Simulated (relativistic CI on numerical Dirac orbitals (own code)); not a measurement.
Computed by Dirac-Coulomb-Breit CI, separate exchange-only KLI orbitals for each configuration, a model potential for QED, unscaled Slater integrals (own radial code, finite nucleus).

The strongest absorption lines from the ground level of an ion, among the configurations computed and to levels below about 131 eV (vacuum wavelength in Å, gf): 97.538 (3.2e-07), 164.98 (0.015), 170.67 (0.054), 171.97 (0.018), 176.15 (8.4e-05), 178.28 (6.2e-05), 516.55 (1.7), 764.88 (0.007).

Which ion is it?
A. Rb5+
B. Nb11+
C. Rb7+
D. As3+

C. Rb7+ has 30 electrons and the ground level 4s² ¹S0; the strongest line goes to 4s4p ¹P°1. The pattern of lines fixes the number of electrons, and along that sequence the line energies rise steadily with the charge (about as its square where n changes within one kind of shell, about linearly where n is kept but much faster in heavy ions where fine structure, which grows about as Z⁴, sets the gap, and irregularly where shells cross), which fixes Z. Configurations outside the model, such as inner-shell arrays, can give stronger lines. At this charge configurations can still be misplaced by up to about 7 % of their energy. 18 of the 21 excited levels that our extract of the measured tables holds in this range could be paired (the sources list more); they are missed by 2914 cm⁻¹ on average and 4027 at most, and levels without a partner can miss by more.

LS names give the leading component of a level, which can be under half, so a name can repeat, a term be missing and a line seem to break the LS rules.
